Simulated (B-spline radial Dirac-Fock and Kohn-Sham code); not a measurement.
Eu: eigenvalues, ΔSCF and the reference

System: neutral europium, configuration [Xe] 4f7 5d1 6s1 (not the ground configuration).

The density-functional columns are spherical, spin-unpolarised Dirac-Kohn-Sham results without Breit or QED terms: −ε is minus the orbital energy of the initial state and ΔSCF the difference of two total energies. The reference in the last column comes from Dirac-Fock energy differences between relaxed states, corrected for Breit and QED terms. All numbers are from a radial atomic solver, in eV; a selection of levels is shown. The Kohn-Sham columns are given as differences from the reference. For the 1s level of heavy atoms much of the gap between ΔSCF and the reference is the Breit and QED part, -204.8 eV here; for other levels the error of the functional can be larger.

```csv
level,LDA −ε − DF,LDA ΔSCF − DF,Dirac-Fock
K (1s),-252.6,+192.7,48518.8
L1 (2s),-136.5,-58.6,8059.1
L2 (2p1/2),-99.1,+0.6,7619.1
L3 (2p3/2),-105.9,-16.4,6978.6
M1 (3s),-65.3,-44.1,1807.5
M2 (3p1/2),-50.7,-28.0,1618.3
M3 (3p3/2),-49.7,-28.7,1485.6
M4 (3d3/2),-29.8,-4.6,1162.3
M5 (3d5/2),-30.4,-5.8,1134.2
N1 (4s),-29.2,-21.0,373.8
N2 (4p1/2),-22.2,-14.2,299.4
N3 (4p3/2),-22.4,-14.7,270.3
N4 (4d3/2),-10.2,-2.7,146.9
N5 (4d5/2),-10.3,-2.9,141.7
"N6,7 (4f)",-1.5,+4.5,3.49
O2 (5p1/2),-3.0,+1.6,28.61
O3 (5p3/2),-3.1,+1.3,24.90
"O4,5 (5d)",-1.7,+1.2,2.86
P1 (6s),-1.1,+1.1,4.55
```

Values without a named source are computed, but for edge energies of neutral atoms, which are taken from tables.
